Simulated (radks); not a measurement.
Question: La33+, 24 electrons, occupied as [Ar] 3d6. Calculated with a radial shooting solver on a logarithmic mesh with Libxc functionals: Dirac Kohn-Sham, PBE, spin-unpolarised, spherical densities, point nucleus; open shells are shared between the two j in proportion to 2j + 1. Some entries of the table are withheld. Estimate them.

orbital  occ.  eigenvalue (eV)  <r> (bohr)
1s1/2       2        -40197.69     0.02506
2s1/2       2        -7600.926      0.1065
2p1/2       2        -7261.178         (1)
2p3/2       4        -6844.208         (2)
3s1/2       2        -2592.412      0.2723
3p1/2       2        -2455.244      0.2604
3p3/2       4        -2364.002      0.2707
3d3/2     2.4              (3)      0.2385
3d5/2     3.6              (4)      0.2417

Answer: 
(1) 2p1/2 <r> (bohr): 0.08944
(2) 2p3/2 <r> (bohr): 0.09545
(3) 3d3/2 eigenvalue (eV): -2138.278
(4) 3d5/2 eigenvalue (eV): -2117.687
